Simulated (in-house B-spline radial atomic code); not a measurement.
Results of a calculation; reference values are marked as such.
**Br ion on Ga atom: potential, deflection and energy transfer**

The pair potential comes from two frozen, spherical free-atom densities (PBE, B-spline radial code, scalar-relativistic past argon): electrostatics plus the change in Thomas-Fermi kinetic and Dirac exchange energy where they overlap, the recipe behind the universal ZBL potential, which averages such potentials (from solid-state densities) over many pairs. It is written V = (Z1 Z2 e²/r) φ(r/a), with e² = 14.3996 eV·Å and a = 0.46850 Å/(Z1^0.23 + Z2^0.23); ZBL's fit is φ = 0.18175 e^(−3.1998x) + 0.50986 e^(−0.94229x) + 0.28022 e^(−0.4029x) + 0.02817 e^(−0.20162x). Where φ falls below 4e-4 it is continued as an exponential.

Masses 79.9 and 69.72 u.

```csv
x = r/a,"φ, this pair","φ, ZBL"
0.1,0.8922,0.8928
0.5,0.6213,0.6096
1.5,0.3096,0.2995
3,0.1338,0.1292
5,0.05287,0.05224
8,0.01608,0.01705
12,0.004738,0.00474
17,0.00117,0.001212
```

Task: At x = 6.5 the electrostatic, kinetic and exchange parts are -114.01, 846.15 and -78.96 eV. Find r, V and φ.

Result: a = 0.46850/(2.2654 + 2.2030) = 0.10485 Å, so r = 0.68152 Å. V = -114.01 + 846.15 + (-78.96) = 653.18 eV. The bare repulsion is 35 × 31 × 14.3996/0.68152 = 22925 eV, so φ = 0.0285, -2.2 % against ZBL's 0.0291. The kinetic (Pauli) term is 130 % of V here, as the other two terms together attract.

Task: The ion comes in at 3.198 keV with impact parameter 0.5242 Å. The scattering integral gives a centre-of-mass angle of 53.67° and a closest approach of 6.572 a. What are the reduced energy, the energy passed on and the laboratory angles?

Result: ε = E a M2/(Z1 Z2 e² (M1 + M2)) = 3198 × 3.1272e-06 = 0.01. The most that one collision can pass on is γE with γ = 4 M1 M2/(M1 + M2)² = 0.9954. Here T = γE sin²(θ/2) = 0.9954 × 3198 × 0.2038 = 648.7 eV. The ion turns by arctan(sin θ/(cos θ + M1/M2)) = 24.9°, and the struck atom leaves at (180° − θ)/2 = 63.2°. The closest approach is 0.689 Å. With ZBL the angle would be 53.59° and T = 646.9 eV.
